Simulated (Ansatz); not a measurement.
Job for Ansatz (a program for electronic structure): SC-NEVPT2 on CASSCF(2,2)/cc-pVTZ on GaH4N (SMILES [NH2][GaH2]), a point of a bond scan (R = 4.216 Å).

Ansatz 0.2 input:
```yaml
crystal:
  periodic: [false, false, false]
  atoms:
    - {symbol: Ga, position_ang: [0.00714879, -0.17519761, -0.34209661]}
    - {symbol: H, position_ang: [-3.49950453, 0.09015739, -2.66814496]}
    - {symbol: H, position_ang: [1.33185945, -0.90944633, -0.72241143]}
    - {symbol: N, position_ang: [-0.02676587, 0.65595973, 1.28084855]}
    - {symbol: H, position_ang: [-0.82046562, 1.16143064, 1.63887754]}
    - {symbol: H, position_ang: [0.74596657, 0.66434142, 1.92618506]}
basis:
  gaussian:
    orbitals: cc-pVTZ
    pivot_positions_ang: [[0.00714879, -0.17519761, -0.34209661], [-3.49950453, 0.09015739, -2.66814496], [1.33185945, -0.90944633, -0.72241143], [-0.02676587, 0.65595973, 1.28084855], [-0.82046562, 1.16143064, 1.63887754], [0.74596657, 0.66434142, 1.92618506]]
magnetization: {spin_polarized: false}
correlation: {method: sc_nevpt2, electrons: outside_noble_gas, active_space: {window: {electrons: 2, orbitals: 2}}}
output: {orbitals: {seedname: ./end}}
```

Q: What total energy does the run end on?

A: -1980.2704 hartree.

Q: How many basis functions does it have, and what does it roughly cost on one machine?

A: 129 functions; around 9 core-seconds (rough).
